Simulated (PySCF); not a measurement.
# H- (hydrogen, charge -1) across methods

1s2, closed-shell 1S. Calculation: PySCF 2.14, in dyall-acv3z (10s3p2d, 29 functions); no relativity, point nucleus.

| method | E (hartree) | mean ε 1s (eV) | Σ⟨r²⟩ (bohr²) | ⟨S²⟩ |
| --- | --- | --- | --- | --- |
| PW91 | -0.5291 | 1.628 | 22.32 | 0.000 |
| TPSSh | -0.5288 | 1.306 | 20.36 | 0.000 |
| HSE06 | -0.5244 | 1.239 | 20.66 | 0.000 |
| LDA | -0.5132 | 1.521 | 23.52 | 0.000 |
| PBE | -0.5264 | 1.623 | 22.72 | 0.000 |
| PBE0 | -0.5242 | 0.854 | 20.77 | 0.000 |
| r2SCAN | -0.5267 | 1.497 | 21.48 | 0.000 |
| wB97M-V | -0.5234 | -1.077 | 19.82 | 0.000 |

(1) Estimate the same row for UHF.

The highest occupied level is positive at PW91, TPSSh, HSE06, LDA, PBE, PBE0, r2SCAN: only the finite basis holds that electron, which in a density functional comes from self-interaction.

Answers

(1) E (hartree) = -0.48790; mean ε 1s (eV) = -1.254; Σ⟨r²⟩ (bohr²) = 18.63; ⟨S²⟩ = 0.000.
